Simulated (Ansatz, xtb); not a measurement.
## C8H10: which of two isomers lies lower

Structure X: `C=CC1=CC(C)=CC1`, a singlet. Structure Y: `C=CC1=CC=C(C)C1`, a singlet. Both are isolated molecules in the gas phase, relaxed with B3LYP-D3(BJ)/def2-SVP; the shapes shown needn't be the lowest conformers.

X (Å):

```yaml
atoms:
  - { symbol: C, position_ang: [-2.9437, 0.9767, -1.3726] }
  - { symbol: C, position_ang: [-1.6884, 0.5673, -1.6305] }
  - { symbol: C, position_ang: [-0.5046, 0.9173, -0.8704] }
  - { symbol: C, position_ang: [0.7716, 0.5090, -1.1225] }
  - { symbol: C, position_ang: [1.6967, 1.0738, -0.1325] }
  - { symbol: C, position_ang: [3.1719, 0.8193, -0.1285] }
  - { symbol: C, position_ang: [0.9790, 1.8336, 0.7326] }
  - { symbol: C, position_ang: [-0.4749, 1.8074, 0.3506] }
  - { symbol: H, position_ang: [-3.1735, 1.6351, -0.5298] }
  - { symbol: H, position_ang: [-3.7827, 0.6646, -1.9986] }
  - { symbol: H, position_ang: [-1.5152, -0.0924, -2.4889] }
  - { symbol: H, position_ang: [1.0731, -0.1461, -1.9435] }
  - { symbol: H, position_ang: [3.6353, 1.1518, -1.0732] }
  - { symbol: H, position_ang: [3.6700, 1.3441, 0.6997] }
  - { symbol: H, position_ang: [3.3893, -0.2583, -0.0317] }
  - { symbol: H, position_ang: [1.3779, 2.3877, 1.5834] }
  - { symbol: H, position_ang: [-1.1120, 1.4072, 1.1609] }
  - { symbol: H, position_ang: [-0.8659, 2.8172, 0.1275] }
```

Y (Å):

```yaml
atoms:
  - { symbol: C, position_ang: [-2.8509, 0.3991, -0.2665] }
  - { symbol: C, position_ang: [-2.1346, 1.4535, -0.6987] }
  - { symbol: C, position_ang: [-0.6904, 1.5584, -0.7055] }
  - { symbol: C, position_ang: [0.0480, 2.6206, -1.1403] }
  - { symbol: C, position_ang: [1.4710, 2.3379, -0.9823] }
  - { symbol: C, position_ang: [1.6377, 1.1006, -0.4487] }
  - { symbol: C, position_ang: [2.9118, 0.3979, -0.1154] }
  - { symbol: C, position_ang: [0.2712, 0.4952, -0.2255] }
  - { symbol: H, position_ang: [-3.9428, 0.4034, -0.2969] }
  - { symbol: H, position_ang: [-2.3707, -0.5000, 0.1305] }
  - { symbol: H, position_ang: [-2.6679, 2.3291, -1.0874] }
  - { symbol: H, position_ang: [-0.3619, 3.5475, -1.5467] }
  - { symbol: H, position_ang: [2.2752, 3.0238, -1.2554] }
  - { symbol: H, position_ang: [3.0072, -0.5514, -0.6722] }
  - { symbol: H, position_ang: [2.9607, 0.1363, 0.9566] }
  - { symbol: H, position_ang: [3.7877, 1.0195, -0.3529] }
  - { symbol: H, position_ang: [0.1083, 0.2439, 0.8385] }
  - { symbol: H, position_ang: [0.1505, -0.4507, -0.7845] }
```

Question: Estimate E(Y) − E(X) at the level CCSD(T)/def2-SVP + ΔMP2/def2-TZVPP.

Answer: CCSD(T)/def2-SVP + ΔMP2/def2-TZVPP gives E(Y) − E(X) = +0.13 kcal/mol, slightly favouring structure X, which is too small a margin to settle the true order.

Level by level:

| level | geometry | E(Y) − E(X) (kcal/mol) | departure from the last row (kcal/mol) | job, with rough time for the two |
| --- | --- | --- | --- | --- |
| GFN2-xTB | GFN2-xTB | −0.42 | −0.56 | optimisation, 0.15 s |
| HF/STO-3G | GFN2-xTB | −0.32 | −0.45 | single point, 0.82 s |
| r2SCAN-D4/def2-SVP | GFN2-xTB | −0.34 | −0.47 | single point, 11 s |
| B3LYP-D3(BJ)/def2-SVP | B3LYP-D3(BJ)/def2-SVP | −0.29 | −0.42 | optimisation, 77 s |
| HF/def2-SVP | B3LYP-D3(BJ)/def2-SVP | +0.14 | 0.00 | part of the CCSD(T) run |
| MP2/def2-SVP | B3LYP-D3(BJ)/def2-SVP | −0.14 | −0.27 | part of the CCSD(T) run |
| CCSD(T)/def2-SVP | B3LYP-D3(BJ)/def2-SVP | −0.05 | −0.18 | single point |
| CCSD(T)/def2-SVP + ΔMP2/def2-TZVPP | B3LYP-D3(BJ)/def2-SVP | +0.13 |  | single point, 6.1 min |

As drawn, both hold the same kinds of bond in the same numbers.

The largest departure from CCSD(T)/def2-SVP + ΔMP2/def2-TZVPP is that of GFN2-xTB, 0.56 kcal/mol. The last row adds to CCSD(T) the change of the MP2 difference between the two basis sets, here +0.18 kcal/mol.

With thermal terms from frequencies at re-optimised GFN2-xTB minima (ideal gas, soft modes damped towards free rotors, one conformer each, 298.15 K, 1 atm): the zero-point term adds +0.05 kcal/mol; ΔH is +0.18 and ΔG +0.12 kcal/mol.

The correlated steps freeze 8 core orbitals. Run with Ansatz 0.2.0, xtb 6.7.1; the last row on 2 threads of Arm Neoverse V1 on a shared host.
